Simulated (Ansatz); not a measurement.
Consider the ligand exchange at the Si–S bond: `CO[SiH2]S[SiH2]F` + `CBO` → `CBO[SiH2]F` + `CO[SiH2]S`.

Isolated molecules relaxed with PBE0-D4/def2-TZVP in Ansatz; ΔE leaves out vibrations. CCSD(T)/CBS is the MP2 limit (def2-TZVPP, def2-QZVPP) plus CCSD(T) − MP2 in def2-TZVPP, frozen cores. This one scheme is used for every species. Functionals use def2-TZVPP. B3LYP here is the variant with VWN-RPA as its local correlation; programs differ in this. One conformer a species, not always the lowest.

`CO[SiH2]S[SiH2]F`:

```xyz
13

C     0.689    1.092    1.340
O    -0.533    1.008    0.635
Si   -1.508   -0.295    0.529
S    -1.454   -1.182   -1.428
Si    0.556   -0.751   -1.917
F     1.549   -1.308   -0.790
H     0.623    1.900    2.071
H     0.924    0.159    1.861
H     1.498    1.312    0.640
H    -1.087   -1.298    1.540
H    -2.916    0.114    0.724
H     0.841   -1.453   -3.187
H     0.817    0.701   -2.017
```

`CBO`:

```xyz
8

C    -0.099   -0.993    0.133
B    -0.167    0.551   -0.075
O     0.984    1.263   -0.164
H     0.921   -1.377    0.191
H    -0.623   -1.507   -0.680
H    -0.633   -1.275    1.047
H    -1.219    1.135   -0.161
H     0.836    2.203   -0.292
```

`CBO[SiH2]F`:

Cartesian coordinates in Å:
```
C -0.859 -0.797 1.685
B 0.048 0.009 0.710
O -0.186 -0.012 -0.632
Si 0.610 0.674 -1.887
F 1.493 -0.447 -2.591
H -0.249 -1.509 2.254
H -1.665 -1.341 1.189
H -1.291 -0.127 2.436
H 0.973 0.671 1.113
H 1.520 1.740 -1.414
H -0.392 1.140 -2.864
```

`CO[SiH2]S`:

Z-matrix (Å, degrees):
```
C
O 1 1.410
H 1 1.091 2 108.1
H 1 1.096 2 111.7 3 119.3
H 1 1.095 2 111.3 3 -119.1
Si 2 1.639 1 122.6 3 -170.3
S 6 2.120 2 109.8 1 171.1
H 6 1.488 2 108.6 1 49.0
H 6 1.485 2 111.9 1 -72.6
H 7 1.344 6 94.3 2 -69.2
```

| level | ΔE (kcal/mol) |
| --- | --- |
| B3LYP-D4 | -7.3 |
| SCS-MP2/def2-TZVPP | -9.0 |

(1) What does CCSD(T)/CBS give? (Best estimate.)

Largest T1 diagnostic among the species: 0.012.

Results:

(1) Computed: -7.7 kcal/mol. The listed levels differ from it by 0.4, -1.3 kcal/mol.

From PBE to PBE0 (25 % exact exchange), in def2-TZVPP and without D4, ΔE moves by −1.1 kcal/mol. The D4 term adds +2.6 kcal/mol with B3LYP and +1.5 kcal/mol with PBE0; it sums over pairs of atoms, weighted by their polarisabilities, and B3LYP, whose exchange is more repulsive, gets the larger term.
